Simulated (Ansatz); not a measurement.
CH6OSeSi (SMILES CO[SiH2][SeH]): methods side by side

CH6OSeSi: 10 atoms, total charge 0, spin state singlet. SMILES: `CO[SiH2][SeH]`. The shape is that of a PBE0-D4/def2-TZVP optimisation. This is one conformer, not always the lowest.

Each level gives the vertical ionisation energy (to the doublet cation) (eV). The values are calculated.

```json
{"level": "SVWN5/6-31G* (spherical functions)", "kind": "LDA", "program": "Ansatz", "value (eV)": "9.11", "CPU time (all runs)": "18 s"}
{"level": "BLYP/6-31G* (spherical functions)", "kind": "GGA", "program": "Ansatz", "value (eV)": "8.82", "CPU time (all runs)": "33 s"}
{"level": "revPBE/6-31G* (spherical functions)", "kind": "GGA", "program": "Ansatz", "value (eV)": "8.94", "CPU time (all runs)": "35 s"}
{"level": "r2SCAN/6-31G* (spherical functions)", "kind": "meta-GGA", "program": "Ansatz", "value (eV)": "9.20", "CPU time (all runs)": "85 s"}
{"level": "PBE0/6-31G* (spherical functions)", "kind": "global hybrid", "program": "Ansatz", "value (eV)": "9.32", "CPU time (all runs)": "47 s"}
{"level": "B3LYP/6-31G* (Cartesian functions)", "kind": "global hybrid", "program": "Ansatz", "value (eV)": "9.29", "CPU time (all runs)": "56 s"}
{"level": "MP2/6-31G* (spherical functions)", "kind": "perturbation theory", "program": "Ansatz", "value (eV)": "9.08", "CPU time (all runs)": "12 s"}
{"level": "CCSD/6-31G* (spherical functions)", "kind": "coupled cluster or CI", "program": "Ansatz", "value (eV)": "8.98", "CPU time (all runs)": "2 min"}
```

All-electron rows without a relativistic Hamiltonian named are non-relativistic. The values span 8.82 to 9.32 eV. In the correlated wave-function rows the outer d shell of Se is correlated, in sets not made for it. CPU times are rough (shared hosts, several kinds of processor and program).
